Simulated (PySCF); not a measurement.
**How methods differ on the interval between two levels of Ge⁺**

Ge⁺ [Ar] 3d10 4s2 4p1 [2P3/2, M_J = 3/2] → Ge⁺ [Ar] 3d10 4s2 5s1 [2S1/2, M_J = 1/2], as a difference of total energies. Computed with PySCF 2.14 in x2c-TZVPall-2c with one added diffuse shell each of s, p, d type (7s8p5d1f, 63 functions), with the two-component X2C-1e Hamiltonian. Correlated levels: [Ne] frozen. "Screened" scales the spin-orbit matrix elements by Boettger's factors to mimic the two-electron term; Breit and QED terms are absent.

```csv
method,interval between two levels (cm⁻¹),error (cm⁻¹)
GHF (spin-free),58974,-1662
GMP2 (spin-free),60548,-88
GHF (screened spin-orbit),58384,-2251
GMP2 (screened spin-orbit),59951,-685
```

Reference: 60636 cm⁻¹ (measured; NIST Handbook of Basic Atomic Spectroscopic Data (Sansonetti and Martin, J. Phys. Chem. Ref. Data 34, 1559 (2005))).

The spin-free rows lack the spin-orbit shift.

Errors of the correlated levels include the incompleteness of this basis and the frozen core.
